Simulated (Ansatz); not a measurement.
```yaml
crystal:
  periodic: [false, false, false]
  atoms:
    - {symbol: Te, position_ang: [-1.985255, -0.340442, 0.061643]}
    - {symbol: Te, position_ang: [2.211575, -1.133467, -2.661533]}
    - {symbol: Te, position_ang: [-1.986510, -1.777722, 4.083749]}
    - {symbol: Te, position_ang: [2.140419, -0.939345, 2.604657]}
    - {symbol: Te, position_ang: [-1.230811, 2.898590, -2.849126]}
    - {symbol: Te, position_ang: [2.425474, 2.683681, -0.279579]}
    - {symbol: Te, position_ang: [-0.345888, 3.183750, 2.624803]}
    - {symbol: Cd, position_ang: [-2.235290, 0.338875, -2.700500]}
    - {symbol: Cd, position_ang: [-1.002951, 0.630643, 3.346361]}
    - {symbol: Cd, position_ang: [1.166525, 1.466976, -2.575645]}
    - {symbol: Cd, position_ang: [-0.243108, -1.965598, -1.554331]}
    - {symbol: Cu, position_ang: [1.407363, 1.414705, 1.804964]}
    - {symbol: Cd, position_ang: [2.581289, -0.239534, -0.048809]}
    - {symbol: Cd, position_ang: [-0.261178, -2.330917, 2.001007]}
    - {symbol: Cd, position_ang: [-0.685381, 2.256442, -0.039748]}
    - {symbol: Br, position_ang: [-1.910715, -2.008067, -3.841816]}
    - {symbol: Br, position_ang: [-0.045559, -4.138562, 0.023891]}
basis:
  gaussian: {orbitals: def2-SVP, fitting: {mean_field: def2-universal-jkfit}, final_grid: {core_spheres: 5, valence_spheres: 4, degree: 11}}
magnetization: {spin_polarized: true, initial_magnetization: 1}
hamiltonian: {xc: {name: PBEsol}, dispersion: d4}
```

```sh
$ ansatz run in.yaml --threads 2 --pin off --events-out ev --progress --plain --max-ram 32768MiB --backend cuda --devices 0, --max-vram 18GiB
```

Shortened log:

```
Functional definition: PBEsol
4107 factors; integrals over basis functions are off by at most 9.7e-3 eV
mean field evaluation 1: about -267474.6874 eV, gradient 5.7e1 eV
mean field evaluation 2: about -266165.6827 eV, gradient 3.2e2 eV
mean field evaluation 4: about -267479.6656 eV, gradient 5.1e1 eV
mean field evaluation 8: about -267479.6277 eV, gradient 5.1e1 eV
mean field evaluation 16: about -267489.9852 eV, gradient 6.6e-3 eV
mean field evaluation 32: about -267488.4204 eV, gradient 8.1e0 eV
mean field evaluation 64: about -267489.9188 eV, gradient 5.9e-1 eV
mean field evaluation 96: about -267487.7761 eV, gradient 3.3e0 eV
mean field -267489.98515381 eV, -9830.0756431785 hartree, gradient 6.6e-6 eV, S^2 0.751442; 10 other end points of the search recorded, 0 dependent functions left out
reference -267489.98521498 eV, -9830.0756454264 hartree; 204, 203 occupied and 290, 291 virtual orbitals, 4107 factors
Total energy: -267491.18387937 eV, -9830.1196955304 hartree
```

It took 44 s on 2 threads of AMD EPYC 7R13 on a shared host and a share (18 GiB) of an NVIDIA H100 80GB HBM3, peak host memory 1.5 GiB.

In the def2 sets Cd, Te take a core potential; there is no spin–orbit coupling.
